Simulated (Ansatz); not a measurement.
Program: Ansatz 0.2.0.

Basis-set series for `FC(S)[TeH]`. Total charge 0; spin multiplicity 1. Te takes the def2 core potential. All single points use the PBE0-D4/def2-TZVP geometry. It is one conformer, not always the lowest.

```csv
atom,x (Å),y (Å),z (Å)
F1,1.753,0.088,0.371
C2,0.392,-0.035,0.227
S3,-0.362,1.435,-0.437
Te4,0.084,-1.685,-1.152
H5,-0.023,-0.296,1.199
H6,-0.291,2.169,0.693
H7,-1.554,-1.677,-0.901
```

| functional | basis | functions | energy (Eh) | HOMO (eV) | LUMO (eV) |
| --- | --- | --- | --- | --- | --- |
| PBE0-D4 | def2-TZVPP | 196 | -805.75132 | -6.57 | -1.30 |
| PBE0-D4 | def2-QZVPP | 356 | -805.77297 | -6.60 | -1.37 |
| ωB97M-V | def2-TZVPP | 196 | -805.92064 | -8.69 | 0.57 |
| ωB97M-V | def2-QZVPP | 356 | -805.94164 | -8.72 | 0.45 |

Give the rows for def2-SVP. (An estimate is asked.)

The calculation gave: 
| functional | basis | functions | energy (Eh) | HOMO (eV) | LUMO (eV) |
| --- | --- | --- | --- | --- | --- |
| PBE0-D4 | def2-SVP | 87 | -805.42915 | -6.45 | -1.10 |
| ωB97M-V | def2-SVP | 87 | -805.59411 | -8.54 | 0.90 |

Positive LUMOs are unbound and depend on the basis.
